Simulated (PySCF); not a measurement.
Species: SiEt2Cl2, C4H10Cl2Si.
Cartesian coordinates in Å at the PBE0-D3(BJ)/def2-SVP level; atoms count from 1:
```
atom  x, y, z in Å
Si1   -0.275    0.017   -0.244
C2    -0.589    0.011    1.594
C3    -2.062    0.010    1.992
H4    -0.070    0.895    2.006
H5    -0.067   -0.871    2.006
H6    -2.184    0.016    3.086
H7    -2.581    0.894    1.590
H8    -2.577   -0.880    1.600
C9     1.523   -0.032   -0.738
C10    1.768   -0.015   -2.243
H11    1.953   -0.939   -0.277
H12    2.015    0.826   -0.246
H13    2.843   -0.055   -2.477
H14    1.286   -0.875   -2.732
H15    1.357    0.897   -2.701
Cl16  -1.142    1.719   -1.060
Cl17  -1.229   -1.619   -1.094
```

Computed, not measured: PBE0-D3(BJ)/def2-SVP geometry optimisation, gas phase (PySCF 2.14.0).

Take the most abundant isotopes and a rigid rotor. The values belong to one conformer.

Question: What are A, B and C (MHz)?

Answer: Ia = 329.03, Ib = 454.64, Ic = 528.21 u·Å²; 505379 MHz·u·Å²/I gives A = 1536, B = 1112, C = 956.8 MHz.

Question: What kind of rotor is it?

Answer: An asymmetric top: κ = (2 × 1112 − 1536 − 956.8)/(1536 − 956.8) ≈ -0.47.

Question: What does the inertial defect say?

Answer: Not planar: Δ = Ic − Ia − Ib = -255.45 u·Å². For a rigid frame Δ = −2 Σ m c², so Σ m c² = 127.73 u·Å² lies off the ab plane: 18.78 from hydrogen and 108.94 from heavier atoms. The atom farthest from that plane is 2.01 Å away.

Question: Give the other two planar moments, Paa and Pbb, and the rms extents of the mass along the axes.

Answer: Paa = Σ m a² = (Ib + Ic − Ia)/2 = 326.91 and Pbb = Σ m b² = (Ia + Ic − Ib)/2 = 201.30 u·Å². With the mass M = 155.99 u, the rms extents √(P/M) along a, b and c are 1.45, 1.14, 0.90 Å.

Question: Where do the levels up to J = 3 lie, in MHz?

Answer: Above 0(0,0):
J = 1: 1(0,1) 2068, 1(1,1) 2493, 1(1,0) 2648
J = 2: 2(0,2) 6170, 2(1,2) 6475, 2(1,1) 6939, 2(2,1) 8212, 2(2,0) 8248
J = 3: 3(0,3) 12245, 3(1,3) 12428, 3(1,2) 13351, 3(2,2) 14417, 3(2,1) 14583, 3(3,1) 16946, 3(3,0) 16952
Those of J = 1 are B + C, A + C and A + B.

Question: Predict some low-J microwave lines.

Answer: The dipole components are |μa| = 0.03 D, |μb| = 0.01 D, |μc| = 2.46 D. The squared components, which scale the intensities, stand as 0.00 : 0.00 : 1.00 (a : b : c). Some lines, for components of 0.1 D or more:

```json
{"type": "c", "branch": "Q", "J(Ka,Kc)": "2(1,2) ← 2(0,2)", "MHz": "305", "lower level (cm⁻¹)": "0.206"}
{"type": "c", "branch": "Q", "J(Ka,Kc)": "1(1,1) ← 1(0,1)", "MHz": "424", "lower level (cm⁻¹)": "0.069"}
{"type": "c", "branch": "Q", "J(Ka,Kc)": "4(2,3) ← 4(1,3)", "MHz": "816", "lower level (cm⁻¹)": "0.729"}
{"type": "c", "branch": "Q", "J(Ka,Kc)": "3(2,2) ← 3(1,2)", "MHz": "1066", "lower level (cm⁻¹)": "0.445"}
{"type": "c", "branch": "Q", "J(Ka,Kc)": "2(2,1) ← 2(1,1)", "MHz": "1273", "lower level (cm⁻¹)": "0.231"}
{"type": "c", "branch": "Q", "J(Ka,Kc)": "4(3,2) ← 4(2,2)", "MHz": "2171", "lower level (cm⁻¹)": "0.771"}
{"type": "c", "branch": "Q", "J(Ka,Kc)": "3(3,1) ← 3(2,1)", "MHz": "2363", "lower level (cm⁻¹)": "0.486"}
{"type": "c", "branch": "R", "J(Ka,Kc)": "1(1,0) ← 0(0,0)", "MHz": "2648", "lower level (cm⁻¹)": "0.000"}
{"type": "c", "branch": "Q", "J(Ka,Kc)": "4(4,1) ← 4(3,1)", "MHz": "3428", "lower level (cm⁻¹)": "0.844"}
{"type": "c", "branch": "R", "J(Ka,Kc)": "2(1,1) ← 1(0,1)", "MHz": "4871", "lower level (cm⁻¹)": "0.069"}
{"type": "c", "branch": "R", "J(Ka,Kc)": "2(2,0) ← 1(1,0)", "MHz": "5600", "lower level (cm⁻¹)": "0.088"}
{"type": "c", "branch": "R", "J(Ka,Kc)": "2(2,1) ← 1(1,1)", "MHz": "5720", "lower level (cm⁻¹)": "0.083"}
{"type": "c", "branch": "R", "J(Ka,Kc)": "3(1,2) ← 2(0,2)", "MHz": "7182", "lower level (cm⁻¹)": "0.206"}
{"type": "c", "branch": "R", "J(Ka,Kc)": "3(2,1) ← 2(1,1)", "MHz": "7644", "lower level (cm⁻¹)": "0.231"}
{"type": "c", "branch": "R", "J(Ka,Kc)": "3(2,2) ← 2(1,2)", "MHz": "7943", "lower level (cm⁻¹)": "0.216"}
{"type": "c", "branch": "R", "J(Ka,Kc)": "3(3,0) ← 2(2,0)", "MHz": "8704", "lower level (cm⁻¹)": "0.275"}
{"type": "c", "branch": "R", "J(Ka,Kc)": "3(3,1) ← 2(2,1)", "MHz": "8734", "lower level (cm⁻¹)": "0.274"}
{"type": "c", "branch": "R", "J(Ka,Kc)": "4(1,3) ← 3(0,3)", "MHz": "9602", "lower level (cm⁻¹)": "0.408"}
{"type": "c", "branch": "R", "J(Ka,Kc)": "4(2,2) ← 3(1,2)", "MHz": "9755", "lower level (cm⁻¹)": "0.445"}
{"type": "c", "branch": "R", "J(Ka,Kc)": "4(2,3) ← 3(1,3)", "MHz": "10236", "lower level (cm⁻¹)": "0.415"}
{"type": "c", "branch": "R", "J(Ka,Kc)": "4(3,1) ← 3(2,1)", "MHz": "10730", "lower level (cm⁻¹)": "0.486"}
{"type": "c", "branch": "R", "J(Ka,Kc)": "4(3,2) ← 3(2,2)", "MHz": "10860", "lower level (cm⁻¹)": "0.481"}
{"type": "c", "branch": "R", "J(Ka,Kc)": "4(4,0) ← 3(3,0)", "MHz": "11789", "lower level (cm⁻¹)": "0.565"}
{"type": "c", "branch": "R", "J(Ka,Kc)": "4(4,1) ← 3(3,1)", "MHz": "11794", "lower level (cm⁻¹)": "0.565"}
```

No PBE0-D3(BJ)/def2-SVP frequencies stand behind this structure, so it isn't proved a minimum. Constants of a rigid frame at the computed geometry: no zero-point averaging, no centrifugal distortion. A rigid rotor knows nothing of internal rotation, which can split or shift real lines. Quadrupole hyperfine structure (35Cl) is left out.
